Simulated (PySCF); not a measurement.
Indirect couplings

Geometry (Å), atoms numbered from 1 in this order:
```xyz
12

O     0.283    2.615    0.296
C     0.115    1.427    0.157
C    -1.216    0.797    0.152
C    -1.342   -0.537   -0.002
C    -0.187   -1.414   -0.169
C     1.078   -0.946   -0.183
C     1.343    0.494   -0.026
O     2.455    0.964   -0.035
H    -2.076    1.459    0.277
H    -2.334   -0.995   -0.004
H    -0.374   -2.485   -0.285
H     1.946   -1.597   -0.307
```

Method: B3LYP/pcJ-1 (without the spin–dipole term)//PBE0-D3(BJ)/def2-SVP, PySCF 2.14; isolated molecule, single conformer, non-relativistic. Couplings are averaged over pairs made equivalent by symmetry, fast rotation or ring inversion, so a value needn't be that of the named pair in this geometry, while other rotamers aren't included; one pair stands for each set, and the list holds those of at least 1.5 Hz over up to four bonds, among pairs with at least one C or H atom (others weren't computed).

Isotopes: ¹³C, ¹H, ¹⁷O. Couplings to quadrupolar nuclei such as 17O and 33S are rarely resolved in practice.

```csv
pair,bonds,J (Hz)
"O1, C2",1,37.0
"C2, C3",1,54.7
"C2, C7",1,51.4
"C3, C4",1,67.8
"C3, H9",1,178.5
"C4, C5",1,55.0
"C4, H10",1,170.7
"O1, C3",2,?
"O1, C7",2,-8.5
"C2, C6",2,?
"C3, C5",2,-2.2
"C3, H10",2,-1.6
"C4, H11",2,?
"O1, C4",3,?
"O1, H9",3,-1.9
"C2, C5",3,3.6
"C2, H10",3,?
"C2, H12",3,5.5
"C3, H11",3,?
"C4, H12",3,12.9
"H9, H10",3,11.6
"H10, H11",3,7.1
"O1, C5",4,?
"C2, H11",4,?
"C3, H12",4,-2.9
```

Estimate the withheld couplings, with signs.

Results:


- ²J(O1,C3) = -5.3 Hz (angle at C2 123°)
- ²J(C2,C6) = 14.8 Hz (angle at C7 117°)
- ²J(C4,H11) = 1.7 Hz (angle at C5 118°)
- ³J(O1,C4) = -4.8 Hz (dihedral angle 180°)
- ³J(C2,H10) = 12.2 Hz (dihedral angle 180°)
- ³J(C3,H11) = 9.3 Hz (dihedral angle 180°)
- ⁴J(O1,C5) = 1.8 Hz
- ⁴J(C2,H11) = -1.6 Hz
